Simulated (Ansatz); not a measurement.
CH₅FOSi₂, SMILES `O=C[SiH](F)[SiH3]` at its PBE0-D4/def2-TZVP geometry, where that method's forces vanish. Charge 0, multiplicity 1.

| atom | x (Å) | y (Å) | z (Å) |
| --- | --- | --- | --- |
| O1 | -0.519 | -2.337 | 0.555 |
| C2 | -0.974 | -1.302 | 0.977 |
| Si3 | -0.855 | 0.279 | -0.107 |
| F4 | -1.500 | 1.507 | 0.706 |
| Si5 | 1.392 | 0.707 | -0.619 |
| H6 | -1.448 | -1.272 | 1.987 |
| H7 | -1.683 | 0.040 | -1.317 |
| H8 | 1.924 | -0.439 | -1.398 |
| H9 | 1.496 | 1.953 | -1.423 |
| H10 | 2.167 | 0.864 | 0.639 |

(1) For each bond, give half the difference of the two atoms' forces along it (eV/Å; positive pushes the atoms apart) under PBE-D4, r2SCAN-D4, B3LYP-D4, ωB97M-V in def2-TZVPP. (Estimate.)

## Answers

(1) Computed: 
| bond | length (Å) | PBE-D4 | r2SCAN-D4 | B3LYP-D4 | ωB97M-V |
| --- | --- | --- | --- | --- | --- |
| O1–C2 | 1.206 | 0.97 | 0.43 | 0.33 | 0.27 |
| C2–Si3 | 1.921 | -0.28 | -0.12 | -0.05 | -0.05 |
| C2–H6 | 1.116 | 0.00 | -0.01 | -0.13 | -0.16 |
| Si3–F4 | 1.607 | 0.51 | 0.03 | 0.19 | 0.21 |
| Si3–Si5 | 2.344 | -0.14 | 0.01 | 0.07 | -0.01 |
| Si3–H7 | 1.486 | 0.07 | -0.01 | -0.13 | -0.19 |
| Si5–H8 | 1.485 | 0.08 | -0.02 | -0.07 | -0.10 |
| Si5–H9 | 1.486 | 0.09 | -0.01 | -0.07 | -0.10 |
| Si5–H10 | 1.486 | 0.09 | -0.01 | -0.07 | -0.10 |

B3LYP here is the variant with VWN-RPA as its local correlation; programs differ in this.
